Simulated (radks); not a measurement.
Q: Coherent X-ray form factor from a spherical all-electron density. All-electron calculation, Dirac Kohn-Sham, PBE, spin-unpolarised, spherical densities, point nucleus. Program: a radial shooting solver on a logarithmic mesh with Libxc functionals.

sin(theta)/lambda (1/angstrom),f0 (electrons)
0.05,56.324
0.1,54.429
0.15,51.660
0.2,48.444
0.25,45.155
0.3,42.042
0.4,36.713
0.5,32.470
0.6,28.952
0.8,23.391
1,19.556
1.25,16.501
1.5,14.296
2,10.484

The species is in the configuration that NIST lists as its ground one. Which atom or ion scatters so?

A: The neodymium ion Nd3+, [Xe] 4f3. Extrapolating in s^2 from the first two rows gives f0(0) = 57.0, near the electron count 57; among species with that count, the fall with angle is slower the higher Z, and the table is that of Z = 60; from so few rows the species is fixed only to a neighbour or two.
